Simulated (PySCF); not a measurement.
**How methods differ on the excitation energy of Bi⁺**

Bi⁺ [Xe] 4f14 5d10 6s2 6p2 (3P) → Bi⁺ [Xe] 4f14 5d10 6s1 6p3, s spin flipped, as a difference of total energies. All numbers are calculated (PySCF 2.14, scalar relativity through the core potential, in aug-cc-pVTZ-PP with one added diffuse shell each of d, f type with ECP60MDF (6s5p5d3f, 67 functions)). Correlated levels: valence: 5s2 5p6 5d10 frozen. The calculations carry no spin-orbit coupling.

```
           method  excitation energy (eV)
              UHF                  12.472
              LDA                  10.631
              PBE                  10.561
             PBE0                  11.105
           r2SCAN                  10.944
            B97-3                  11.203
             MN15                  11.573
          wB97M-V                  11.397
             PW91                  10.568
    MP2 (valence)                  11.429
SCS-MP2 (valence)                  11.340
```

Question: How much does correlation contribute at MP2 (valence)?

Answer: 11.429 − (12.472) = -1.043 eV, measured against UHF.

Spin-orbit coupling is strong in these open shells (close to jj coupling). The scalar numbers leave it out and a first-order estimate fails, so it can dominate the gap to the real levels.

The upper determinant mixes two multiplicities, so it lies between the two terms.
